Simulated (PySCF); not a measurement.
Ga⁺ (gallium, charge +1): PBE calculation

Configuration: [Ar] 3d9 4s2 5s1, 5s spin antiparallel (an excited configuration). Computed with PySCF 2.14 in aug-cc-pVTZ-DK (7s6p4d2f, 59 functions), with the spin-free X2C one-electron Hamiltonian (Gaussian nucleus).

| Property | Result |
| --- | --- |
| Total energy | -1942.236 hartree |
| One-electron energy | -2677.863 hartree |
| Hartree (Coulomb) energy | 810.424 hartree |
| Exchange-correlation energy | -74.797 hartree |
| ⟨S²⟩ | 1.0001 |
| ⟨L²⟩ | 6.003 |
| Sum of ⟨r⟩ | 23.23 bohr |
| Sum of ⟨r²⟩ | 51.15 bohr² |
| Traceless quadrupole moment −½Σ⟨3z² − r²⟩ along its main axis | -0.111 e·bohr² |
| Langevin diamagnetic susceptibility | -40.5 ×10⁻⁶ cm³/mol |
| Time after the integrals | 1.5 s of wall time on 1 thread of Neoverse-V1 (shared host) |

```json
{"shell": "1s β", "electrons": "1", "mean orbital energy (hartree)": "-376.70881", "spread (hartree)": "0", "rms radius, mean of both spins (bohr)": "0.0560"}
{"shell": "1s α", "electrons": "1", "mean orbital energy (hartree)": "-376.70879", "spread (hartree)": "0", "rms radius, mean of both spins (bohr)": "0.0560"}
{"shell": "2s α", "electrons": "1", "mean orbital energy (hartree)": "-47.51653", "spread (hartree)": "0", "rms radius, mean of both spins (bohr)": "0.236"}
{"shell": "2s β", "electrons": "1", "mean orbital energy (hartree)": "-47.48972", "spread (hartree)": "0", "rms radius, mean of both spins (bohr)": "0.236"}
{"shell": "2p α", "electrons": "3", "mean orbital energy (hartree)": "-41.52089", "spread (hartree)": "0.05589", "rms radius, mean of both spins (bohr)": "0.211"}
{"shell": "2p β", "electrons": "3", "mean orbital energy (hartree)": "-41.50074", "spread (hartree)": "0.03483", "rms radius, mean of both spins (bohr)": "0.211"}
{"shell": "3s α", "electrons": "1", "mean orbital energy (hartree)": "-6.42264", "spread (hartree)": "0", "rms radius, mean of both spins (bohr)": "0.696"}
{"shell": "3s β", "electrons": "1", "mean orbital energy (hartree)": "-6.37060", "spread (hartree)": "0", "rms radius, mean of both spins (bohr)": "0.696"}
{"shell": "3p α", "electrons": "3", "mean orbital energy (hartree)": "-4.60142", "spread (hartree)": "0.10037", "rms radius, mean of both spins (bohr)": "0.727"}
{"shell": "3p β", "electrons": "3", "mean orbital energy (hartree)": "-4.55094", "spread (hartree)": "0.04929", "rms radius, mean of both spins (bohr)": "0.727"}
{"shell": "3d α", "electrons": "5", "mean orbital energy (hartree)": "-1.63689", "spread (hartree)": "0.11609", "rms radius, mean of both spins (bohr)": "0.854"}
{"shell": "3d β", "electrons": "4", "mean orbital energy (hartree)": "-1.59017", "spread (hartree)": "0.07161", "rms radius, mean of both spins (bohr)": "0.854"}
{"shell": "4s α", "electrons": "1", "mean orbital energy (hartree)": "-0.84327", "spread (hartree)": "0", "rms radius, mean of both spins (bohr)": "2.20"}
{"shell": "4s β", "electrons": "1", "mean orbital energy (hartree)": "-0.83990", "spread (hartree)": "0", "rms radius, mean of both spins (bohr)": "2.20"}
{"shell": "5s β", "electrons": "1", "mean orbital energy (hartree)": "-0.24173", "spread (hartree)": "0", "rms radius, mean of both spins (bohr)": "5.51"}
```

The outer electron is Rydberg-like, and this basis confines it to a smaller radius and binds it less than a complete one would. With the s spin flipped the determinant is a mixture of two multiplicities, not a spectroscopic state.

Densities and radii are taken from the X2C orbitals without a picture-change correction, which distorts them close to the nucleus.
